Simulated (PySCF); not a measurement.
## Telling isomers of C6H11N2P apart by NMR

One conformer, non-relativistic, rapidly exchanging positions averaged, in vacuum. PBE0/pcSseg-1 with gauge-including orbitals; coordinates at the PBE0-D3(BJ)/def2-SVP level; PySCF.

References, each an isolated molecule treated in the same way: TMS for ¹H (σref 31.27) and ¹³C (σref 184.41). Splittings of carbon signals by F and P are missing where no couplings were computed. Where no couplings were computed, multiplicities follow the n + 1 count of equivalent neighbours, and m marks all less simple cases (inequivalent or close neighbours, rings, F or P nearby). Shifts are as computed. Against solution values, carbons near 30 ppm lie about +2 ppm off and those near 130 ppm about +5 ppm. Of 1313 compounds with measured shifts, 239 miss one by over three times the rms of a fit or turn the order of signals round; such compounds aren't used in these exercises. OH and NH positions are gas-phase values without hydrogen bonding to other molecules.

(1) Tabulate the signals of `CN=P1(NC)C=CC=C1`, `CC(C)(C)c1n[nH]cp1` and their relative energies.

(2) What is the quickest way to tell CN=P1(NC)C=CC=C1 from CC(C)(C)c1n[nH]cp1?

Results:

(1) 
```tsv
SMILES	carbon types	δC	δH	E rel. (kcal/mol)
CN=P1(NC)C=CC=C1	4×CH 2×CH3	145.1, 136.4, 33.8, 23.9	6.65 (m, 2H), 6.06 (m, 2H), 2.97 (m, 3H), 2.74 (m, 3H), 1.00 (br s, 1H)	40.3
CC(C)(C)c1n[nH]cp1	2×C 1×CH 3×CH3	198.7, 162.3, 36.9, 34.7	9.59 (br s, 1H), 8.55 (m, 1H), 1.40 (s, 9H)	0.0
```

Energies are electronic energies at PBE0/pcSseg-1 on these geometries, without zero-point or thermal terms, each for the one conformer computed, which needn't be the lowest.

(2) Both give the same number of carbon signals, but DEPT or the intensities differ. The first has an alkene CH at 136.4 ppm, the second a substituted aromatic carbon next to a ring nitrogen (C) at 198.7 ppm. Their most deshielded carbons lie at 145.1 and 198.7 ppm. In the proton spectra the most deshielded non-exchanging signals are 6.65 (m, 2H) and 8.55 (m, 1H).
